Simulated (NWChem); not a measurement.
System: P2H3, doublet; SMILES [PH]P

```xyz
5

P     -0.0727    -1.1552    -0.1448
P     -0.0143     1.0472    -0.1017
H      1.3670    -1.2253    -0.0204
H      0.5597     1.2551     1.2050
H     -1.3734     1.2428     0.3266
```
Atoms are numbered in this order, from 1.

Level: PBE-D3(BJ)/def2-SVP, spin-unrestricted (NWChem), optimised geometry, unscaled harmonic frequencies. 

```json
[
 {"frequency (cm⁻¹)": "308", "IR intensity (km/mol)": "6.6"},
 {"frequency (cm⁻¹)": "418", "IR intensity (km/mol)": "5.7"},
 {"frequency (cm⁻¹)": "590", "IR intensity (km/mol)": "3.3"},
 {"frequency (cm⁻¹)": "599", "IR intensity (km/mol)": "10.5"},
 {"frequency (cm⁻¹)": "870", "IR intensity (km/mol)": "8.9"},
 {"frequency (cm⁻¹)": "1041", "IR intensity (km/mol)": "26.9"},
 {"frequency (cm⁻¹)": "2293", "IR intensity (km/mol)": "40.7"},
 {"frequency (cm⁻¹)": "2295", "IR intensity (km/mol)": "45.8"},
 {"frequency (cm⁻¹)": "2341", "IR intensity (km/mol)": "57.4"}
]
```

* **zero-point energy**: 15.4 kcal/mol
* **thermal correction to the enthalpy at 298.15 K (with zero-point energy)**: 18.4 kcal/mol
* **heat capacity Cv**: 12.0 cal/(mol K)
* **entropy at 298.15 K and 1 atm (symmetry number 1, electronic part: spin degeneracy alone)**: 65.4 cal/(mol K)
* **dipole moment**: 1.04 D

Rigid rotor and harmonic oscillator.
